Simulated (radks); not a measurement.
Results of a calculation; reference values are marked as such.
Q: Ionisation ladder of scandium, from Sc to Sc12+. Each ion is in the ground configuration listed by NIST, and IE = E(next ion) - E(this ion). Level of theory: non-relativistic Kohn-Sham, PBEsol, spin-polarised, spherical densities, point nucleus; open shells are filled with parallel spins first (a radial shooting solver on a logarithmic mesh with Libxc functionals).

| species | configuration | IE, Delta-SCF (eV) | <r> HOMO (bohr) |
|---|---|---|---|
| Sc | [Ar] 3d1 4s2 | 6.372 | 1.82 |
| Sc+ | [Ar] 3d1 4s1 | 13.013 | 3.32 |
| Sc2+ | [Ar] 3d1 | 25.191 | 1.55 |
| Sc3+ | [Ar] | 73.389 | 1.13 |
| Sc4+ | [Ne] 3s2 3p5 | ? | 1.09 |
| Sc5+ | [Ne] 3s2 3p4 | ? | 1.06 |
| Sc6+ | [Ne] 3s2 3p3 | 136.73 | 1.02 |
| Sc7+ | [Ne] 3s2 3p2 | ? | 0.990 |
| Sc8+ | [Ne] 3s2 3p1 | 179.95 | 0.965 |
| Sc9+ | [Ne] 3s2 | 223.79 | 0.932 |
| Sc10+ | [Ne] 3s1 | ? | 0.912 |
| Sc11+ | [Ne] | 686.03 | 0.302 |
| Sc12+ | [He] 2s2 2p5 | 756.66 | 0.295 |

Estimate the withheld Delta-SCF values.

A: Sc4+: 91.703 eV (NIST 91.95); Sc5+: 110.50 eV (NIST 110.68); Sc7+: 158.20 eV (NIST 158.1); Sc10+: 249.32 eV (NIST 249.80).
